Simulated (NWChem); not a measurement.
# Correlation energy of trimethylsulfonium (C3H9S (+1))

```xyz
13

C     -0.0049    -0.8600     1.4183
S     -0.4903     0.1607     0.0000
C     -0.0049    -0.8600    -1.4183
C      0.7603     1.4741     0.0000
H      1.0577    -1.1602     1.3418
H     -0.6727    -1.7430     1.4255
H     -0.1877    -0.2572     2.3287
H      1.0577    -1.1602    -1.3418
H     -0.1877    -0.2572    -2.3287
H     -0.6727    -1.7430    -1.4255
H      1.7806     1.0449     0.0000
H      0.5833     2.0901    -0.9026
H      0.5833     2.0901     0.9026
```
Charge +1, spin multiplicity 1.

Everything below was run with NWChem. The geometry was optimised at PBE/def2-SVP, a minimum by its harmonic frequencies.

Basis set: 6-31G*. Each correlation energy counts from its own Hartree-Fock reference.

The correlated methods keep 8 core orbitals frozen. The Pople sets run with spherical d functions. Coupled-cluster values serve here as a point of comparison, not as the truth.

### Question
For the correlation energy, CR-CCSD(T) gives -583.4 mHa and MP2 gives -512.1 mHa. What do CR-CCSD[T], CCSD(T), CCSD+T(CCSD) give?

### Answer
CR-CCSD[T]: -583.9 mHa; CCSD(T): -587.7 mHa; CCSD+T(CCSD): -588.4 mHa.
